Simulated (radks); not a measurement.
Task: These are the eigenvalues of the occupied orbitals of an atom or ion with whole-number occupations (eV). All-electron calculation, scalar-relativistic Kohn-Sham, PBE, spin-unpolarised, spherical densities, point nucleus. Program: a radial shooting solver on a logarithmic mesh with Libxc functionals.

| orbital | eigenvalue |
|---|---|
| 1s | -91773.63 |
| 2s | -17377.02 |
| 2p | -15017.39 |
| 3s | -5007.940 |
| 3p | -4333.081 |
| 3d | -3659.899 |
| 4s | -1902.327 |
| 4p | -1670.270 |
| 4d | -1411.281 |
| 4f | -1137.622 |

Which element is it, and in what charge state? The configuration may be excited.

Result: Z = 83, bismuth, charge +31: Bi31+ in [Kr] 4d10 4f6. The list shows which subshells hold electrons but not how many an open one holds; the 1s level, -3372.6 hartree, gives Z - s = 82.1 by -(Z - s)^2/2, which with screening and relativity narrows Z to a few neighbours, and the depths of the outer levels then fix element, charge and occupations together.
